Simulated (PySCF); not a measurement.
BF₂, SMILES [B+](F)F, charge +1. Coordinates come from a PBE-D3(BJ)/def2-TZVP optimisation.

PySCF with TDDFT-B3LYP/def2-TZVPD puts the lowest singlet excitations at 11.59, 11.59, 11.63, 11.78, 11.78, 13.02 eV and the lowest triplet (TDA) at 10.87 eV.

What are the lowest singlet roots from EOM-CCSD/aug-cc-pVDZ run with PySCF? (Estimate from the structure and the level; the computed values follow.)

12.28, 12.28, 12.55, 12.55, 12.58, 14.16 eV; triplets 11.78, 11.90, 11.90 eV. S1 differs by 0.69 eV (second minus first; roots are paired by order, and the bases may differ).
